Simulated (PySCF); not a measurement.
Computed with PBE-D3(BJ)/def2-TZVP // CAM-B3LYP-D3(BJ)/def2-TZVP (PySCF 2.14.0). Gas-phase values, no solvent. One relaxed conformer stands for a flexible species; it need not be the lowest. 

Reference species (SMILES): `[F][Sn]([F])([F])[F]` (neutral, multiplicity 1).

| Property | Result |
|---|---|
| HOMO | -10.25 eV |
| LUMO | -4.61 eV |
| HOMO–LUMO gap | 5.65 eV |

Changed species: `[NH2][Sn]([NH2])([F])[F]` (2 of 4 F replaced by NH2; the reference has 0 of 4 F replaced by NH2).

**Question.** Predict the effect on the HOMO, LUMO and HOMO–LUMO gap.

**Answer.** the HOMO increases by 3.53 eV, to -6.72 eV; the LUMO increases by 2.21 eV, to -2.40 eV; the HOMO–LUMO gap decreases by 1.32 eV, to 4.33 eV.
